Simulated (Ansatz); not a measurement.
C3H3 (SMILES C#C[CH2]) moved off its minimum; all values from Ansatz (an electronic-structure program), cores frozen in correlated methods. Open shells are unrestricted.
(charge 0, multiplicity 2)
```xyz
6

C      1.2745    -0.1070     0.0128
C      0.2089    -0.0099    -0.0049
C     -1.2517     0.1598    -0.2521
H      2.4420    -0.2569     0.3843
H     -1.5239     1.0735    -0.6015
H     -1.9511    -0.5235     0.2311
```

### Question
Give the forces (eV/Å), the total energy and the dipole at CCSD(T)/cc-pVTZ.

### Answer

```
atom       Fx      Fy      Fz
----  -------  ------  ------
C1     26.559  -2.742   2.723
C2    -24.904   2.255  -1.651
C3      3.177  -2.728   1.957
H4     -3.952   0.579  -1.663
H5     -1.073   2.368  -1.051
H6      0.193   0.268  -0.315
```
Energy -115.6949 hartree, dipole 0.40 D.
